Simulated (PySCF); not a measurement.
Gas-phase reaction: Sb2 + 5 Cl2 = 2 SbCl5, at 1400 K and a standard pressure of 1 bar. Level: MP2/def2-SVP†.

Method: PySCF energies plus ideal-gas RRHO corrections (1 bar). † marks an energy on the PBE0/def2-TZVP geometry and frequencies. MP2 freezes the core. All species are closed-shell singlets. Sb: scalar-relativistic def2 core potential, no spin-orbit coupling. MP2 isn't extrapolated to the basis-set limit; its ΔH°(298 K) is -1075.2 kJ in def2-SVP and -1068.8 kJ in def2-TZVPP. The harmonic model lacks anharmonicity and excited electronic states, which grow with temperature; levels with a mode under 35 cm⁻¹ are left out. Soft modes under 120 cm⁻¹ make the harmonic entropy rough for SbCl5.

```tsv
species	E (Ha)	H(1400 K) − E (kJ/mol)	S°(1400 K) (J/mol/K)
Sb2	-478.75865	52.5	313.2
Cl2	-918.92540	52.7	278.5
SbCl5	-2536.89998	187.1	605.0
```
E: electronic energy; H − E holds the zero-point and thermal terms. 1 Ha = 2625.5 kJ/mol.

Q: Work out ΔH°, ΔS°, ΔG° and log10 K from these numbers.

A: 1. ΔE = 2×(-2536.89998) − 1×(-478.75865) − 5×(-918.92540) = -0.41431 Ha = -1087.8 kJ.
2. Δ(H − E) = 2×(187.1) − 1×(52.5) − 5×(52.7) = 58.2 kJ, so ΔH° = -1029.6 kJ.
3. ΔS° = 2×(605.0) − 1×(313.2) − 5×(278.5) = -495.7 J/K; the number of gas molecules changes by -4.
4. ΔG° = ΔH° − TΔS° = -1029.6 − 1400×(-495.7)/1000 = -335.6 kJ.
5. log10 K = −ΔG°/(RT ln 10) = 12.52, with RT ln 10 = 26.80 kJ/mol; at standard pressures the products are favoured.
6. A shift of 10 kJ in ΔE would move log10 K by 0.37 here.
For scale, ΔH°(298 K) is -1075 kJ at this level, -1087 kJ at ωB97M-V/def2-TZVP†, and runs from -1145 to -880 kJ over the 16 levels computed.
